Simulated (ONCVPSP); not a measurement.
cadmium, ONCV: configuration errors across variants

| Property | Result |
| --- | --- |
| Element | cadmium |
| Generator | ONCVPSP 4.0.1 |
| Type | optimised norm-conserving Vanderbilt (ONCV) |
| Functional | PBE |
| Relativity | fully relativistic |
| Frozen core | [Kr] |
| Valence charge | 12 |
| Reference configuration | 4d10 5s2 |
| Partial waves | 5s: rc 2.05 bohr, ncon 4, nbas 8, qcut 2.9 1/bohr, 2 projectors, debl 4 Ha; p scattering state at 0.19 Ha: rc 2.20 bohr, ncon 3, nbas 6, qcut 3.6 1/bohr, 2 projectors, debl 3.2 Ha; 4d: rc 1.10 bohr, ncon 3, nbas 7, qcut 7.4 1/bohr, 1 projector |
| Local potential | polynomial inside 1.10 bohr (lpopt 5, dvloc0 0 Ha) |
| Core correction | Teter function, fcfact 4.25, rcfact 1.1 |

Open shells are filled in proportion to 2j + 1.

All-electron excitation energies from the reference (eV): (1) 4d10 5s1 9.274; (2) 4d10 5s0 26.401; (3) 4d9 5s0 64.408; (4) 4d9 5s2 17.975.

1 further variants failed, have other tests or too few solved ones, and are left out.

A true bound ghost makes a file unfit for plane-wave use even where its test errors are small: the radial tests pick states by their node count and pass the ghost by.

Errors AE − PS in meV (a dash: test not solved or not reliable):

```csv
change,(1),(2),(3),(4),bound ghosts,GHOST(+) flags above zero
base,+2.4,+26,+111,-75,s,"p3/2, p1/2"
p: rc 1.86,+2.4,+26,+111,-75,s,"p3/2, p1/2"
p: rc 2.6,+2.4,+26,+111,-75,s,"p3/2, p1/2"
p: rc 2.8,+2.4,+26,+111,-75,s,"p3/2, p1/2"
p: rc 3.18,+2.4,+26,+111,-75,s,"p3/2, p1/2"
```

(1) Give the same row for: p: rc 2.16.

Answers

(1) +2.4, +26, +111, -75; bound ghosts: s; GHOST(+) flags above zero: p3/2, p1/2.
